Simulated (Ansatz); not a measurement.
The same path of a periodic cell of 13 atoms, Zr₁₂H (host Zr, host structure hcp, interstitial H) was run twice with different band settings.

Method: DFT PBE, scalar-relativistic, plane waves, PAW (Ansatz). Settings: cutoff 420 eV, k mesh 3x2x3, gaussian smearing 0.05 eV, no spin polarisation.

Relaxed end points:

```xyz
13
Lattice="6.4600 0.0000 0.0000 -4.8450 8.3918 0.0000 0.0000 0.0000 5.1454" Properties=species:S:1:pos:R:3
Zr 0.010 0.032 0.014
Zr 0.020 1.892 2.472
Zr -1.618 2.783 -0.056
Zr -1.624 4.635 2.594
Zr -3.234 5.591 0.018
Zr -3.243 7.471 2.566
Zr 3.191 0.030 0.051
Zr 3.232 1.863 2.529
Zr 1.627 2.810 -0.078
Zr 1.632 4.655 2.595
Zr -0.003 5.540 0.097
Zr -0.009 7.457 2.555
H -0.017 7.441 4.561
```

```xyz
13
Lattice="6.4600 0.0000 0.0000 -4.8450 8.3918 0.0000 0.0000 0.0000 5.1454" Properties=species:S:1:pos:R:3
Zr 0.026 0.028 -0.010
Zr 0.030 1.888 2.681
Zr -1.609 2.778 0.059
Zr -1.627 4.634 2.543
Zr -3.230 5.581 -0.019
Zr -3.234 7.456 2.581
Zr 3.204 0.024 -0.060
Zr 3.232 1.857 2.615
Zr 1.633 2.806 0.078
Zr 1.632 4.650 2.543
Zr 0.001 5.535 -0.113
Zr 0.005 7.460 2.581
H -0.005 7.436 5.720
```

Common settings: climbing image yes; force threshold 0.05 eV/Å; end points relaxed.

| run | movable images | spring | optimiser | start path | iteration limit | largest step |
| --- | --- | --- | --- | --- | --- | --- |
| 1 | 5 | 2.0 to 10.0 eV/Å², energy-weighted | quadratic models (default) | straight line | 80 | default |
| 2 | 3 | 5.0 eV/Å² | fire | default | 50 | 0.5 Å |

Question: What does each run give, and how far can it be trusted?

Answer: Run 1: converged after 8 iterations, highest image 0.188 eV above the first end. By the program's own check the climbing image is of a kind that is not told: the force calls were inconclusive, a negative curvature could not be distinguished from the path's own, the only one lies far off the path, or fixed occupations may fill a level only in part (lowest curvatures found: -2.41 and -0.10 eV/Å²).
Run 2: converged after 23 iterations, highest image 0.187 eV above the first end. The order of the stationary point at the top wasn't checked.
Limits of this set-up: coarse k mesh, odd electron count without spin.
